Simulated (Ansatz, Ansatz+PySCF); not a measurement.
```xyz
4

O     0.0000    0.0000   -0.3906
H     0.0000    0.0000    3.1246
H    30.0000    0.0000   -2.9815
F    30.0000    0.0000    0.3313
```

Basis set: 6-31G (spherical functions). Correlated methods keep 2 orbitals frozen. Charge 0, multiplicity 2.

Computed with Ansatz (development build ahead of 0.2.0); each method stands on the lowest determinant of its kind that the runs found.

Task: Give the atomization energy at this shape (free ground-state atoms in the same class of orbitals less the molecule, no zero-point energy) of doublet H2OF in separate pieces by UHF-CCSD(T), UHF-MP2, UHF.

Result:

| method | atomization energy |
| --- | --- |
| UHF-CCSD(T) | 0.12 kcal/mol |
| UHF-MP2 | 0.12 kcal/mol |
| UHF | 0.09 kcal/mol |

Caution: the unrestricted determinant is a mixture of spin states. Caution for UHF-CCSD(T), UHF-MP2: bonds are stretched, where a single reference can fail. Caution for UHF-MP2: forces differ strongly between restricted and unrestricted references.

This basis has no polarisation functions and is too small for such energies, which can lie far from measured ones in either direction.
